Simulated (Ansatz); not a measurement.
Ansatz (an electronic-structure program) input for Mo(NMe)(F)3(OH) (CH4F3MoNO), SMILES C[N]=[Mo]([OH])([F])([F])[F], multiplicity 1, PBE-D3(BJ)/def2-SVP. 

Ansatz 0.2 input:
```yaml
crystal:
  periodic: [false, false, false]
  atoms:
    - {symbol: Mo, position_ang: [-0.04076792, 0.19523787, 0.17618063]}
    - {symbol: N, position_ang: [0.34243591, -0.97211661, -0.98199880]}
    - {symbol: C, position_ang: [0.54991218, -2.02144641, -1.91593231]}
    - {symbol: H, position_ang: [1.62901687, -2.21505516, -2.03716275]}
    - {symbol: H, position_ang: [0.06098504, -2.94272612, -1.55726146]}
    - {symbol: H, position_ang: [0.12044889, -1.74665847, -2.89430383]}
    - {symbol: F, position_ang: [0.95536996, -0.37957779, 1.65864725]}
    - {symbol: F, position_ang: [-1.34591330, 1.20219063, -0.72210963]}
    - {symbol: F, position_ang: [-1.50586041, -0.47219032, 1.14647128]}
    - {symbol: O, position_ang: [1.17531962, 1.59765325, -0.06947244]}
    - {symbol: H, position_ang: [1.87035435, 1.70291550, -0.73257368]}
basis:
  gaussian:
    orbitals: def2-SVP
hamiltonian:
  xc: pbe
  dispersion: d3bj
relax: {f_tol: 0.002, max_steps: 200}
```

Log of the run:

```
WARN ansatz: RAYON_NUM_THREADS=1 ignored (pool sized by the plan → 1); use --threads N
Functional definition: PBE
integrals: 0.08 GiB planned
1452 factors; their error is unknown
mean field: 0.44 GiB planned
mean field evaluation 1: about -14607.6252 eV, gradient 1.1e2 eV
mean field evaluation 2: about -14330.2492 eV, gradient 3.2e2 eV
mean field evaluation 4: about -14625.3282 eV, gradient 4.7e1 eV
mean field evaluation 8: about -14629.4408 eV, gradient 1.7e0 eV
mean field evaluation 16: about -14629.3853 eV, gradient 2.4e-2 eV
mean field -14629.38526218 eV, -537.6199922315 hartree, gradient 5.7e-5 eV, S^2 0.000000; 0 other end points of the search recorded, 0 dependent functions left out
the calculation of the forces begins
reference -14629.38533610 eV, -537.6199949481 hartree; 33, 33 occupied and 102, 102 virtual orbitals, 1452 factors
relax step   1: F+E_penalty+E_count = -14629.63058966 eV  Δ(F+E_penalty+E_count) = +0.000e0 eV  max|allowed force component| = 5.905e-1 eV/Å  Δτ_max = 0.0000 Å  (36 SCF iters, accepted)
these checks for a lower state are left out or cut short: starts, cluster_reference, orbital_swaps, neighbouring_geometries, increment
integrals: 0.08 GiB planned
1452 factors; their error is unknown
mean field: 0.44 GiB planned
mean field -14629.40158178 eV, -537.6205919658 hartree, gradient 1.1e-5 eV, S^2 0.000000; 0 other end points of the search recorded, 0 dependent functions left out
the calculation of the forces begins
reference -14629.40165578 eV, -537.6205946854 hartree; 33, 33 occupied and 102, 102 virtual orbitals, 1452 factors
relax step   2: F+E_penalty+E_count = -14629.64582638 eV  Δ(F+E_penalty+E_count) = -1.524e-2 eV  max|allowed force component| = 1.522e-1 eV/Å  Δτ_max = 0.0125 Å  (37 SCF iters, accepted)
these checks for a lower state are left out or cut short: starts, cluster_reference, orbital_swaps, neighbouring_geometries, increment
integrals: 0.08 GiB planned
1452 factors; their error is unknown
mean field: 0.44 GiB planned
mean field evaluation 32: about -14629.4648 eV, gradient 6.3e-1 eV
mean field -14629.40295400 eV, -537.6206423942 hartree, gradient 1.2e-5 eV, S^2 0.000000; 0 other end points of the search recorded, 0 dependent functions left out
the calculation of the forces begins
reference -14629.40302803 eV, -537.6206451145 hartree; 33, 33 occupied and 102, 102 virtual orbitals, 1452 factors
relax step   3: F+E_penalty+E_count = -14629.64706709 eV  Δ(F+E_penalty+E_count) = -1.241e-3 eV  max|allowed force component| = 4.794e-2 eV/Å  Δτ_max = 0.0077 Å  (37 SCF iters, accepted)
these checks for a lower state are left out or cut short: starts, cluster_reference, orbital_swaps, neighbouring_geometries, increment
integrals: 0.08 GiB planned
1452 factors; their error is unknown
mean field: 0.44 GiB planned
mean field -14629.40219189 eV, -537.6206143869 hartree, gradient 1.2e-5 eV, S^2 0.000000; 0 other end points of the search recorded, 0 dependent functions left out
the calculation of the forces begins
reference -14629.40226590 eV, -537.6206171067 hartree; 33, 33 occupied and 102, 102 virtual orbitals, 1452 factors
relax step   4: F+E_penalty+E_count = -14629.64667992 eV  Δ(F+E_penalty+E_count) = +3.872e-4 eV  max|allowed force component| = 1.435e-1 eV/Å  Δτ_max = 0.0507 Å  (36 SCF iters, rejected (line search))
these checks for a lower state are left out or cut short: starts, cluster_reference, orbital_swaps, neighbouring_geometries, increment
integrals: 0.08 GiB planned
1452 factors; their error is unknown
mean field: 0.44 GiB planned
mean field -14629.40352876 eV, -537.6206635160 hartree, gradient 1.2e-5 eV, S^2 0.000000; 0 other end points of the search recorded, 0 dependent functions left out
the calculation of the forces begins
reference -14629.40360281 eV, -537.6206662372 hartree; 33, 33 occupied and 102, 102 virtual orbitals, 1452 factors
relax step   5: F+E_penalty+E_count = -14629.64781407 eV  Δ(F+E_penalty+E_count) = -7.470e-4 eV  max|allowed force component| = 1.579e-2 eV/Å  Δτ_max = 0.0246 Å  (36 SCF iters, accepted)
these checks for a lower state are left out or cut short: starts, cluster_reference, orbital_swaps, neighbouring_geometries, increment
integrals: 0.08 GiB planned
1452 factors; their error is unknown
mean field: 0.44 GiB planned
mean field -14629.40347747 eV, -537.6206616311 hartree, gradient 1.2e-5 eV, S^2 0.000000; 0 other end points of the search recorded, 0 dependent functions left out
the calculation of the forces begins
reference -14629.40355152 eV, -537.6206643525 hartree; 33, 33 occupied and 102, 102 virtual orbitals, 1452 factors
relax step   6: F+E_penalty+E_count = -14629.64790777 eV  Δ(F+E_penalty+E_count) = -9.371e-5 eV  max|allowed force component| = 9.846e-3 eV/Å  Δτ_max = 0.0129 Å  (36 SCF iters, accepted)
these checks for a lower state are left out or cut short: starts, cluster_reference, orbital_swaps, neighbouring_geometries, increment
integrals: 0.08 GiB planned
1452 factors; their error is unknown
mean field: 0.44 GiB planned
mean field evaluation 64: about -14629.4035 eV, gradient 1.1e-5 eV
mean field -14629.40351053 eV, -537.6206628463 hartree, gradient 1.1e-5 eV, S^2 0.000000; 0 other end points of the search recorded, 0 dependent functions left out
the calculation of the forces begins
reference -14629.40358459 eV, -537.6206655678 hartree; 33, 33 occupied and 102, 102 virtual orbitals, 1452 factors
relax step   7: F+E_penalty+E_count = -14629.64791661 eV  Δ(F+E_penalty+E_count) = -8.836e-6 eV  max|allowed force component| = 5.152e-3 eV/Å  Δτ_max = 0.0015 Å  (27 SCF iters, accepted)
these checks for a lower state are left out or cut short: starts, cluster_reference, orbital_swaps, neighbouring_geometries, increment
integrals: 0.08 GiB planned
1452 factors; their error is unknown
mean field: 0.44 GiB planned
mean field -14629.40351174 eV, -537.6206628904 hartree, gradient 9.8e-6 eV, S^2 0.000000; 0 other end points of the search recorded, 0 dependent functions left out
the calculation of the forces begins
reference -14629.40358579 eV, -537.6206656117 hartree; 33, 33 occupied and 102, 102 virtual orbitals, 1452 factors
relax step   8: F+E_penalty+E_count = -14629.64792699 eV  Δ(F+E_penalty+E_count) = -1.038e-5 eV  max|allowed force component| = 3.624e-3 eV/Å  Δτ_max = 0.0038 Å  (27 SCF iters, accepted)
these checks for a lower state are left out or cut short: starts, cluster_reference, orbital_swaps, neighbouring_geometries, increment
integrals: 0.08 GiB planned
1452 factors; their error is unknown
mean field: 0.44 GiB planned
mean field -14629.40351620 eV, -537.6206630544 hartree, gradient 1.1e-5 eV, S^2 0.000000; 0 other end points of the search recorded, 0 dependent functions left out
the calculation of the forces begins
reference -14629.40359025 eV, -537.6206657757 hartree; 33, 33 occupied and 102, 102 virtual orbitals, 1452 factors
relax step   9: F+E_penalty+E_count = -14629.64792825 eV  Δ(F+E_penalty+E_count) = -1.256e-6 eV  max|allowed force component| = 9.001e-4 eV/Å  Δτ_max = 0.0012 Å  (25 SCF iters, accepted)
integrals: 0.08 GiB planned
1452 factors; their error is unknown
mean field: 0.44 GiB planned
mean field evaluation 96: about -14629.4035 eV, gradient 1.2e-2 eV
mean field -14629.40351620 eV, -537.6206630544 hartree, gradient 1.1e-5 eV, S^2 0.000000; 1 other end points of the search recorded, 0 dependent functions left out
the calculation of the forces begins
reference -14629.40359025 eV, -537.6206657757 hartree; 33, 33 occupied and 102, 102 virtual orbitals, 1452 factors
Total energy: -14629.64800230 eV, -537.6296477530 hartree
Atom 0 at    -0.043884     0.200629     0.185310 Å, force    -0.000249     0.000900     0.000256 eV/Å
Atom 1 at     0.351339    -0.970849    -0.986953 Å, force     0.000057    -0.000148    -0.000635 eV/Å
Atom 2 at     0.553559    -2.018589    -1.918067 Å, force    -0.000084    -0.000340    -0.000052 eV/Å
Atom 3 at     1.638960    -2.220225    -2.049079 Å, force    -0.000019    -0.000027    -0.000154 eV/Å
Atom 4 at     0.064298    -2.949852    -1.558835 Å, force     0.000162     0.000019    -0.000032 eV/Å
Atom 5 at     0.118902    -1.749696    -2.905649 Å, force    -0.000013    -0.000015     0.000175 eV/Å
Atom 6 at     0.954064    -0.373770     1.675869 Å, force     0.000147    -0.000073     0.000335 eV/Å
Atom 7 at    -1.350530     1.214445    -0.718719 Å, force     0.000173    -0.000123    -0.000019 eV/Å
Atom 8 at    -1.517581    -0.472511     1.154415 Å, force     0.000029     0.000040    -0.000034 eV/Å
Atom 9 at     1.180450     1.614424    -0.056722 Å, force    -0.000094    -0.000271     0.000108 eV/Å
Atom 10 at     1.861725     1.674220    -0.751085 Å, force    -0.000108     0.000039     0.000053 eV/Å
Dipole moment:     0.605198    -0.356669    -0.853652 e Å
```

Self-consistency was reached.

Cost: roughly 70 core-seconds.
